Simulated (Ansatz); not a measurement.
`B[O][GaH2]` + CH₃NH₂ → `BNC` + `[OH][GaH2]` at 700 K and 1 bar (ligand exchange at a B–O bond).

Computed with Ansatz on PBE0-D4/def2-TZVP structures; ΔE is electronic, products minus reactants. CCSD(T)/CBS adds triple-zeta CCSD(T) − MP2 to the extrapolated MP2 energy (def2 sets, frozen cores). For Ga outer-core shells are correlated without core-valence functions, which leaves a few kJ/mol of doubt a bond. Scalar relativity is left out up to krypton.

```json
{"species": "`B[O][GaH2]`", "CCSD(T)/CBS energy (Eh)": "-2026.35181", "H − E (kJ/mol)": "156.8", "S (J/(mol·K))": "397.0"}
{"species": "CH₃NH₂", "CCSD(T)/CBS energy (Eh)": "-95.75281", "H − E (kJ/mol)": "207.6", "S (J/(mol·K))": "296.6"}
{"species": "`BNC`", "CCSD(T)/CBS energy (Eh)": "-121.18426", "H − E (kJ/mol)": "253.9", "S (J/(mol·K))": "346.7"}
{"species": "`[OH][GaH2]`", "CCSD(T)/CBS energy (Eh)": "-2000.92981", "H − E (kJ/mol)": "111.5", "S (J/(mol·K))": "322.8"}
```

H − E and S are ideal-gas, rigid-rotor, harmonic terms from PBE0-D4/def2-TZVP. 1 Eh = 2625.50 kJ/mol, R = 8.31446 J/(mol·K).

Q: By hand: ΔE, ΔH, ΔS and ΔG.

A: ΔE = (-121.18426) + (-2000.92981) − (-2026.35181) − (-95.75281) = -0.00945 Eh = -24.8 kJ/mol. Δ(H − E) = 253.9 + 111.5 − 156.8 − 207.6 = 1.0, so ΔH = -23.8 kJ/mol. ΔS = 346.7 + 322.8 − 397.0 − 296.6 = -24.1 J/(mol·K). ΔG = -23.8 − 700 × (-24.1)/1000 = -6.9 kJ/mol.

Q: By hand: the equilibrium constant, and the temperature at which ΔG would vanish if ΔH and ΔS stayed fixed.

A: log₁₀ K = −ΔG/(RT ln 10) = 0.5. ΔG = 0 at ΔH/ΔS = 988 K.

TΔS isn't small against ΔH here. A doubt of 5 kJ/mol in ΔE shifts log₁₀ K by 0.4 here. These are equilibria of isolated gas molecules and say nothing of rates. Largest T1 diagnostic: 0.016 (customary marks: 0.02 for closed shells, 0.045 for open ones).
